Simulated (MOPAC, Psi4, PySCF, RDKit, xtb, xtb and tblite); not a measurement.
Two geometries of SMILES C(Br)CCC, relaxed at GFN2-xTB with one dihedral held; other torsions can differ between them too.

Structure A

```
14

C     -1.9615    -0.0052    -0.1357
C     -0.5458     0.5365     0.0137
C      0.4747    -0.5921     0.1415
C      1.9061    -0.0968     0.2242
Br     2.1953     1.0724     1.7664
H     -2.0449    -0.6234    -1.0273
H     -2.2320    -0.6098     0.7272
H     -2.6731     0.8124    -0.2174
H     -0.2981     1.1525    -0.8549
H     -0.4962     1.1728     0.8995
H      0.4058    -1.2497    -0.7301
H      0.2429    -1.1884     1.0281
H      2.1735     0.4984    -0.6488
H      2.6106    -0.9196     0.3383
```

Structure B

```
14

C     -1.9605     0.0342    -0.1331
C     -0.5343     0.5454     0.0278
C      0.4645    -0.6089     0.1114
C      1.8909    -0.0937     0.2379
Br     3.0317    -1.3262     1.2443
H     -2.0570    -0.5505    -1.0451
H     -2.2367    -0.5965     0.7090
H     -2.6588     0.8659    -0.1831
H     -0.2801     1.1882    -0.8190
H     -0.4652     1.1482     0.9360
H      0.3744    -1.2497    -0.7679
H      0.2135    -1.2140     0.9862
H      1.9209     0.8396     0.8006
H      2.3702     0.0516    -0.7284
```

Question: Which is lower in energy at the level Psi4 with M06-2X/def2-TZVP // GFN2-xTB, and by how much?

Answer: A is lower, by 7.55 kJ/mol (dihedral C2–C3–C4–Br5: 60° in A, 150° in B).

E(B) − E(A) in kJ/mol at the other levels, on the same two geometries: GFN2-xTB (xtb and tblite) 6.03; MMFF94 // GFN2-xTB (RDKit) 3.33; B3LYP/def2-TZVP // GFN2-xTB (Psi4) 4.18; B3LYP-D3(BJ)/def2-TZVP // GFN2-xTB (Psi4) 6.49; PBE/def2-TZVP // GFN2-xTB (Psi4) 5.14; PBE-D3(BJ)/def2-TZVP // GFN2-xTB (Psi4) 6.32; UFF // GFN2-xTB (RDKit) 3.11; PM6, restricted, heats of formation // GFN2-xTB (MOPAC) 2.57; PM7, restricted, heats of formation // GFN2-xTB (MOPAC) 1.58; GFN1-xTB // GFN2-xTB (xtb) 5.24; restricted B3LYP/6-31G*, spherical d, density fitting // GFN2-xTB (PySCF) 4.25; restricted Hartree-Fock/STO-3G // GFN2-xTB (PySCF) 5.62; restricted Hartree-Fock/LANL2DZ, with its core potentials past Ne // GFN2-xTB (PySCF) 3.63; restricted B3LYP/3-21G // GFN2-xTB (PySCF) 6.12.
